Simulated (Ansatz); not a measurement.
Gas-phase reaction R1 → 2 P1 + P2, each structure at its B3LYP-D3(BJ)/def2-TZVP stationary point, reached from a drawn start (curvature not checked).
R1: H2O (SMILES O), charge 0, multiplicity 1.
P1: H atom, charge 0, multiplicity 2.
P2: O atom, charge 0, multiplicity 3.

P less R. No zero-point or thermal terms; singlets are restricted closed shells; open shells are unrestricted; no spin–orbit coupling.

Frozen-core correlation throughout.

Codes used: Ansatz (an electronic-structure program). Each number belongs to the level named beside it.

| level | reaction energy (kJ/mol) |
|---|---|
| revPBE/def2-TZVPP | 947.2 |
| B3LYP/def2-TZVPP | 961.1 |
| CAM-B3LYP/def2-TZVPP | 965.3 |
| wB97X-V/def2-TZVPP | 958.4 |
| wB97M-V/def2-TZVPP | 966.2 |
| MP2/cc-pVDZ | 881.4 |
| MP2/cc-pVQZ | [?] |
| SCS-MP2/cc-pVQZ | [?] |
| CCSD/cc-pVTZ | [?] |

### Question
Fill in the missing entries.

### Answer

- MP2/cc-pVQZ, reaction energy (kJ/mol): 978.7
- SCS-MP2/cc-pVQZ, reaction energy (kJ/mol): 978.9
- CCSD/cc-pVTZ, reaction energy (kJ/mol): 928.8
